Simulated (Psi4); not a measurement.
C₂H₃O₂, doublet, geometry from GFN2-xTB; HF/6-31G* (Psi4 1.11).

Here is a job for Psi4.
```
memory 2 GB

molecule {
0 2
C    -0.93387820   -0.06541199    0.01318371
O    -0.95258739   -1.26170140    0.00490787
O    -0.02803634    0.83430160    0.00637219
C     1.38446796    0.45047108   -0.01701847
H     1.94352282    1.38117052   -0.01853930
H     1.61200272   -0.14253780    0.86761719
H     1.58592576   -0.12978890   -0.91630983
}

set {
  basis 6-31g*
  reference uhf
}

energy('scf')
print_variables()
```

**Question.** Predict the main parts of the log of this Psi4 run.

**Answer.** 
```
   => Loading Basis Set <=

    Name: 6-31G*
    Role: ORBITAL
    Keyword: BASIS

         ---------------------------------------------------------
                                   SCF
               by Justin Turney, Rob Parrish, Andy Simmonett
                          and Daniel G. A. Smith
                              UHF Reference
         ---------------------------------------------------------

  ==> Geometry <==

    Molecular point group: c1
    Full point group: C1

    Geometry (in Angstrom), charge = 0, multiplicity = 2:

       Center              X                  Y                   Z               Mass
    ------------   -----------------  -----------------  -----------------  -----------------
         C           -0.847520853119    -0.046806123354     0.012054330019    12.000000000000
         O           -0.866230043119    -1.243095533354     0.003778490019    15.994914619570
         O            0.058321006881     0.852907466646     0.005242810019    15.994914619570
         C            1.470825306881     0.469076946646    -0.018147849981    12.000000000000
         H            2.029880166881     1.399776386646    -0.019668679981     1.007825032230
         H            1.698360066881    -0.123931933354     0.866487810019     1.007825032230
         H            1.672283106881    -0.111183033354    -0.917439209981     1.007825032230

  Running in c1 symmetry.

  Rotational constants: A =      0.83751  B =      0.20909  C =      0.17282 [cm^-1]
  Rotational constants: A =  25107.88286  B =   6268.43689  C =   5181.09130 [MHz]
  Nuclear repulsion =  113.121569294126928

  Charge       = 0
  Multiplicity = 2
  Electrons    = 31
  Nalpha       = 16
  Nbeta        = 15

  ==> Algorithm <==

  SCF Algorithm Type is DF.
  DIIS enabled.
  MOM disabled.
  Fractional occupation disabled.
  Guess Type is SAD.
  Energy threshold   = 1.00e-06
  Density threshold  = 1.00e-06
  Integral threshold = 1.00e-12

  ==> Primary Basis <==

  Basis Set: 6-31G*
    Blend: 6-31G*
    Number of shells: 30
    Number of basis functions: 66
    Number of Cartesian functions: 66
    Spherical Harmonics?: false
    Max angular momentum: 2

   => Loading Basis Set <=

    Name: (6-31G* AUX)
    Role: JKFIT
    Keyword: DF_BASIS_SCF

  ==> Integral Setup <==

  SCF_SUBTYPE=INCORE selected. In-core MEM_DF algorithm will be used.
  Using in-core AOs.

  ==> MemDFJK: Density-Fitted J/K Matrices <==

    J tasked:                   Yes
[...]
   @DF-UHF iter  11:  -227.15202639246385   -4.47306e-07   1.92578e-06 DIIS
   @DF-UHF iter  12:  -227.15202643843736   -4.59735e-08   7.74163e-07 DIIS
  Energy and wave function converged.

  ==> Post-Iterations <==

   @Spin Contamination Metric:   1.169609505E-02
   @S^2 Expected:                7.500000000E-01
   @S^2 Observed:                7.616960950E-01
   @S   Expected:                5.000000000E-01
   @S   Observed:                5.000000000E-01

    Orbital Energies [Eh]
    ---------------------

    Alpha Occupied:

[...]
      16A     -0.388535

    Alpha Virtual:

[...]
    Beta Occupied:

[...]
    Beta Virtual:

[...]
    Final Occupation by Irrep:
              A
    DOCC [    15 ]
    SOCC [     1 ]
    NA   [    16 ]
    NB   [    15 ]

  @DF-UHF Final Energy:  -227.15202643843736

   => Energetics <=

    Nuclear Repulsion Energy =            113.1215692941269282
    One-Electron Energy =                -534.4677734803907470
    Two-Electron Energy =                 194.1941777478264726
    Total Energy =                       -227.1520264384373604

  UHF NO Occupations:
  HONO-2 :   14  A 1.9977825
  HONO-1 :   15  A 1.9974640
  HONO-0 :   16  A 1.0000000
  LUNO+0 :   17  A 0.0025360
  LUNO+1 :   18  A 0.0022175
  LUNO+2 :   19  A 0.0008291
  LUNO+3 :   20  A 0.0001060

Computation Completed

Properties will be evaluated at   0.000000,   0.000000,   0.000000 [a0]

Properties computed using the SCF density matrix

 Multipole Moments:

 ------------------------------------------------------------------------------------
     Multipole            Electronic (a.u.)      Nuclear  (a.u.)        Total (a.u.)
 ------------------------------------------------------------------------------------

 L = 1.  Multiply by 2.5417464519 to convert [e a0] to [Debye]
 Dipole X            :         -3.9199188            5.0589438            1.1390250
 Dipole Y            :         -0.4461890            1.0899597            0.6437707
 Dipole Z            :          0.0541116           -0.0661608           -0.0120492
 Magnitude           :                                                    1.3084204

 ------------------------------------------------------------------------------------

  Variable Map:
  ----------------------------------------------------------------------------
[...]
  Array Variable Map:
  ----------------------------------------------------------------------------
[...]
[...]
```
